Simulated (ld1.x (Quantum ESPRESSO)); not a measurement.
## An all-electron radial function and its pseudo partner (beryllium)

Columns: radius, all-electron u(r) and pseudo u(r) of the 2s shell (level -5.61 eV) of beryllium in the configuration [He] 2s2 2p0; PBE, scalar-relativistic, TM semilocal scheme, ld1.x (Quantum ESPRESSO) 7.5.

| r (bohr) | all-electron | pseudo |
| --- | --- | --- |
| 0.135 | 0.2279 | -0.0385 |
| 0.270 | 0.2430 | -0.0776 |
| 0.405 | 0.1642 | -0.1182 |
| 0.540 | 0.0492 | -0.1612 |
| 0.675 | -0.0735 | -0.2083 |
| 0.810 | -0.1900 | -0.2615 |
| 0.945 | -0.2936 | -0.3223 |
| 1.080 | -0.3820 | -0.3893 |
| 1.215 | -0.4561 | -0.4569 |
| 1.350 | -0.5163 | -0.5163 |
| 1.485 | -0.5629 | -0.5629 |
| 1.620 | -0.5969 | -0.5969 |
| 1.755 | -0.6198 | -0.6198 |
| 1.890 | -0.6328 | -0.6328 |
| 2.025 | -0.6374 | -0.6374 |
| 2.160 | -0.6349 | -0.6349 |
| 2.295 | -0.6266 | -0.6266 |
| 2.430 | -0.6135 | -0.6135 |
| 2.565 | -0.5967 | -0.5967 |
| 2.700 | -0.5769 | -0.5769 |
| 2.835 | -0.5550 | -0.5550 |
| 2.970 | -0.5316 | -0.5316 |
| 3.105 | -0.5071 | -0.5071 |
| 3.240 | -0.4822 | -0.4822 |
| 3.375 | -0.4572 | -0.4572 |
| 3.510 | -0.4323 | -0.4323 |

Question: How many radial nodes do the two functions have?

Answer: The all-electron 2s function has n − l − 1 = 1; the pseudo-wave has 0, since the states of the same l below it are removed with the core.

Question: At about which radius was the pseudo-wave matched?

Answer: 1.40 bohr, where the columns begin to agree (steps of 0.14 bohr).

Question: Where does each function peak?

Answer: Outermost all-electron maximum near 2.02 bohr, pseudo maximum near 2.02 bohr (to the table’s step).

Question: Is the pseudo-wave norm-conserving?

Answer: Yes: the TM semilocal scheme keeps the norm inside the radius equal to the all-electron one, which fixes the energy derivative of the logarithmic derivative at the level.
